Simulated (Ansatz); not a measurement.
`CO[C](=N)[GeH3]`, relaxed with RKS PBE0-D4/def2-TZVP in Ansatz from a PBE-D4/def2-SVP geometry. The force threshold is 0.005 eV/Å; the program also tests the step.

Charge 0, multiplicity 1.

Start:

```xyz
12

C     0.982    0.015    1.880
O     0.873   -0.161    0.461
C    -0.345    0.080   -0.080
N    -1.336    0.442    0.644
Ge   -0.266   -0.227   -2.045
H     2.031   -0.220    2.136
H     0.732    1.057    2.168
H     0.285   -0.661    2.416
H    -2.178    0.581    0.067
H     0.123   -1.697   -2.344
H     0.777    0.720   -2.692
H    -1.679    0.071   -2.612
```

```csv
step,energy (eV),largest force (eV/Å),largest move (Å)
1,-62231.2678,0.957,0.000
2,-62231.3113,0.278,0.033
3,-62231.3146,0.087,0.011
4,-62231.3148,0.041,0.005
5 (rejected),-62231.3146,0.143,0.016
6,-62231.3150,0.020,0.008
7,-62231.3150,0.003,0.003
```

End:

```xyz
12

C     0.969    0.018    1.876
O     0.876   -0.162    0.466
C    -0.324    0.073   -0.082
N    -1.310    0.434    0.622
Ge   -0.268   -0.225   -2.035
H     2.000   -0.215    2.135
H     0.724    1.046    2.148
H     0.280   -0.651    2.394
H    -2.139    0.569    0.054
H     0.113   -1.681   -2.330
H     0.756    0.719   -2.679
H    -1.677    0.075   -2.570
```

Hardware: 4 threads of an AMD EPYC 7B13 on a shared host. Wall time 31 s, peak host memory 0.65 GiB.
